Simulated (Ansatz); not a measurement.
Cu₂Cl₂. Total charge 0; singlet. Geometry r2SCAN-D4/def2-SVP; atoms count from 1.

```xyz
4

Cu    0.326    0.275   -1.056
Cu   -0.326   -0.275    1.056
Cl    1.364    1.194    0.732
Cl   -1.364   -1.194   -0.732
```

The structure comes from a short search, and lower isomers may exist.

Estimate the Mulliken populations from the PBE0/def2-TZVP orbitals of Ansatz.


```tsv
atom	charge (e)	d electrons
Cu1	0.36	9.94
Cu2	0.36	9.94
Cl3	-0.36	–
Cl4	-0.36	–
```
Mulliken values depend strongly on the basis.

And the Mayer bond orders between heavy atoms (over 0.3)?

Cu1–Cl3 0.57 (2.26 Å); Cu1–Cl4 0.57 (2.26 Å); Cu2–Cl3 0.57 (2.26 Å); Cu2–Cl4 0.57 (2.26 Å).
